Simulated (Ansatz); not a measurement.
Reaction (hydrogenolysis of the Si–C bond): `CN[SiH2]C=O` + H₂ → `CN[SiH3]` + `C=O`

Calculated with Ansatz (gas phase, PBE0-D4/def2-TZVP geometries, no zero-point term in ΔE). CBS: MP2 limit from def2 TZ/QZ plus the TZ coupled-cluster correction, frozen cores. This one scheme is used for every species. DFT in def2-TZVPP. B3LYP here is the variant with VWN-RPA as its local correlation; programs differ in this. One conformer a species, not always the lowest.

| level | ΔE (kcal/mol) | difference from CCSD(T)/CBS |
| --- | --- | --- |
| PBE-D4 | -5.1 | 1.9 |
| r2SCAN-D4 | -5.8 | 1.2 |
| PBE0-D4 | -6.9 | 0.1 |
| B3LYP-D4 | -6.7 | 0.3 |
| ωB97X-V | -7.4 | -0.4 |
| ωB97M-V | -6.9 | 0.1 |
| B2PLYP | -8.3 | -1.3 |
| PBE | -6.5 | 0.5 |
| r2SCAN | -6.2 | 0.8 |
| PBE0 | -8.1 | -1.1 |
| B3LYP | -8.8 | -1.8 |
| HF/def2-TZVPP | -13.4 | -6.4 |
| MP2/def2-TZVPP | -7.3 | -0.3 |
| SCS-MP2/def2-TZVPP | -8.5 | -1.5 |
| CCSD/def2-TZVPP | -9.1 | -2.1 |
| CCSD(T)/def2-TZVPP | -7.9 | -0.9 |
| HF/def2-QZVPP | -13.4 | -6.4 |
| MP2/def2-QZVPP | -6.8 | 0.2 |
| SCS-MP2/def2-QZVPP | -8.0 | -1.0 |
| HF/CBS(def2) | -13.4 | -6.4 |
| MP2/CBS(def2) | -6.4 | 0.6 |
| CCSD/CBS(def2) | -8.3 | -1.3 |
| CCSD(T)/CBS | -7.0 | 0 |

Largest T1 diagnostic among the species: 0.015.

The D4 term adds +2.1 kcal/mol with B3LYP and +1.2 kcal/mol with PBE0; it sums over pairs of atoms, weighted by their polarisabilities, and B3LYP, whose exchange is more repulsive, gets the larger term. In def2-TZVPP, CCSD(T) changes the Hartree–Fock value by +5.5 kcal/mol (the triples alone add +1.2 kcal/mol) and MP2 by +6.1 kcal/mol.
